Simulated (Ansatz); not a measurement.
```yaml
crystal:
  periodic: [false, false, false]
  atoms:
    - {symbol: Hg, position_ang: [-1.221382, 0.599246, 0.670856]}
    - {symbol: Hg, position_ang: [1.263138, -0.574510, -0.339268]}
    - {symbol: Br, position_ang: [-1.019868, -0.151435, -2.094861]}
    - {symbol: Br, position_ang: [1.310142, -3.047170, 0.258047]}
    - {symbol: Br, position_ang: [-3.119861, 1.720303, 2.086526]}
    - {symbol: Br, position_ang: [2.787831, 1.453567, -0.581309]}
basis:
  gaussian: {orbitals: def2-TZVPD, initial_orbitals: start.molden}
total_charge: -1
magnetization: {spin_polarized: true, initial_magnetization: 1}
hamiltonian: {xc: pbe0, dispersion: d4}
scf: {omitted_lower_state_checks: [starts]}
output: {orbitals: {seedname: orbitals}}
```

The file start.molden holds the orbitals of an earlier run on this structure, at another level or in another basis.

```sh
$ ansatz run in.yaml --threads 4 --pin off --events-out ev --progress --plain --max-ram 4787MiB
```

**Question.** Does this run fit into the memory that it is given?

**Answer.** No. It has 320 basis functions, and Ansatz plans for 6 GiB where 5 GiB are given.
